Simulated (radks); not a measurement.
Question: Spherical quantum dot in the effective-mass picture: electrons in a hard-walled sphere of radius 3.64, all in effective atomic units (hartree* = m*/eps^2 hartree, bohr* = eps/m* bohr), one dielectric constant everywhere. Method: non-relativistic Kohn-Sham, PBEsol, spin-polarised, spherical densities; computed with a radial shooting solver with Libxc functionals. Levels are named by radial order and angular momentum (1s, 1p, 1d, 2s, ...), and open shells are averaged over m. Results are scaled to m* = 0.421 and eps = 11.2, for which hartree* = 91.33 meV and bohr* = 1.408 nm. At N = 32 the configuration is 1s2 1p6 1d10 1f14. Does electron 33 go into 2s up or 1g up?

Answer: Into 2s up. The total energies of the other choices lie higher by 6.84 meV (1g up).
